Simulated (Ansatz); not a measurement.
`COC[SeH]` and `CO[CH2][SbH2]` differ in one atom or group.

Ansatz, PBE0-D4/def2-TZVP geometries, multiplicity 1. Each molecule was computed in one conformer, which needn't be the lowest.

Elements past krypton have def2 core potentials. Scalar relativity is left out up to krypton. Spin–orbit coupling is left out; it splits and shifts lone-pair levels of the heavy atoms by tenths of an eV.

```json
{"property": "HOMO energy (PBE/def2-TZVPP) / eV", "`COC[SeH]`": "-5.61"}
{"property": "HOMO–LUMO gap (PBE0/def2-TZVPP) / eV", "`COC[SeH]`": "6.83"}
{"property": "LUMO energy (B3LYP/def2-TZVPP) / eV", "`COC[SeH]`": "-0.24"}
{"property": "size of the dipole moment (ωB97M-V/def2-TZVPP) / D", "`COC[SeH]`": "1.73"}
{"property": "HOMO energy (PBE0/def2-TZVPP) / eV", "`COC[SeH]`": "-6.78"}
{"property": "LUMO energy (PBE0/def2-TZVPP) / eV", "`COC[SeH]`": "0.04"}
```

**Question.** What does the change do to each property? (Estimate.)

**Answer.** Computed: 
```
                                          property  `CO[CH2][SbH2]`  shift
                 HOMO energy (PBE/def2-TZVPP) / eV            -6.01  -0.40
              HOMO–LUMO gap (PBE0/def2-TZVPP) / eV             6.82  -0.01
               LUMO energy (B3LYP/def2-TZVPP) / eV            -0.50  -0.26
size of the dipole moment (ωB97M-V/def2-TZVPP) / D             1.41  -0.32
                HOMO energy (PBE0/def2-TZVPP) / eV            -7.07  -0.29
                LUMO energy (PBE0/def2-TZVPP) / eV            -0.25  -0.29
```

Dipoles are sizes alone; their direction can turn.

B3LYP here is the variant with VWN-RPA as its local correlation; programs differ in this.
